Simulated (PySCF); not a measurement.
Assignment exercise: C5H14Si3

Bonds (- single, = double, # triple, : aromatic): C1=C2, C2-Si3, Si3-C4, C4-Si5, Si5-C6, C6-Si7, Si7-C8, C8-Si3. C1 carries H9, H10; C2 carries H11; Si3 carries H12; C4 carries H13, H14; Si5 carries H15, H16; C6 carries H17, H18; Si7 carries H19, H20; C8 carries H21, H22. H14, H16, H18, H19, H22 are cis to C2 on the ring; H9 is cis to Si3; H13, H15, H17, H20, H21 are trans to C2 on the ring; H10 is trans to Si3.

PySCF calculation with structure optimised with PBE0-D3(BJ)/def2-SVP and shielding tensors at B3LYP/pcSseg-1 (GIAO); gas phase, non-relativistic Hamiltonian, single conformer, equivalent nuclei averaged.

Shifts are taken against calculated references (same method and geometry level): ¹³C and ¹H vs TMS.

**Question.** Assign these signals to the numbered atoms. ¹³C{¹H} NMR (computed): δ 148.1, 140.5, -6.4, -7.9.

**Answer.** 
| δ (ppm) | atoms | environment | reason |
| --- | --- | --- | --- |
| 148.1 | C2 | alkene CH | as expected for a trigonal carbon in a double bond |
| 140.5 | C1 | terminal =CH2 carbon | the olefinic region |
| -6.4 | C4/C8 | sp3 CH2 bonded to 2 Si | an electropositive neighbour leaves it electron-rich and shielded |
| -7.9 | C6 | sp3 CH2 bonded to 2 Si | – |

C4/C8 and C6 lie closer than the usual error of such a calculation, so a measured spectrum could show them in the other order.

**Question.** Assign these signals to the numbered atoms. ¹H NMR (400 MHz, computed): δ 6.36 (m, 1H), 6.14 (m, 1H), 5.90 (m, 1H), 4.54 (m, 2H), 4.43 (m, 1H), 4.24 (m, 2H), -0.10 (m, 2H), -0.21 (m, 1H), -0.25 (m, 1H), -0.33 (m, 2H).

**Answer.** 
6.36 → H11, hydrogen on an alkene CH: olefinic region
6.14 → H10, hydrogen on a terminal =CH2 carbon: olefinic region
5.90 → H9, hydrogen on a terminal =CH2 carbon
4.54 → H16/H19, hydrogen on a silicon bonded to 2 C, in a 6-membered ring
4.43 → H12, hydrogen on a silicon bonded to 3 C, in a 6-membered ring
4.24 → H15/H20, hydrogen on a silicon bonded to 2 C, in a 6-membered ring
-0.10 → H13/H21, hydrogen on an sp3 CH2 bonded to 2 Si: an electropositive neighbour shields it, as in TMS itself
-0.21 → H17, hydrogen on an sp3 CH2 bonded to 2 Si
-0.25 → H18, hydrogen on an sp3 CH2 bonded to 2 Si
-0.33 → H14/H22, hydrogen on an sp3 CH2 bonded to 2 Si

H16/H19 and H12; H13/H21 and H17; H17 and H18; H18 and H14/H22 lie closer than the usual error of such a calculation, so a measured spectrum could show them in the other order.

Shifts are as computed. Against solution values, carbons near 30 ppm lie about +2 ppm off and those near 130 ppm about +6 ppm. Of 1211 compounds with measured shifts, 218 miss one by over three times the rms of a fit or turn the order of signals round; such compounds aren't used in these exercises. Multiplicities follow the n + 1 count of equivalent neighbours, as no J values were calculated; m marks all less simple cases, F and P coupling included.
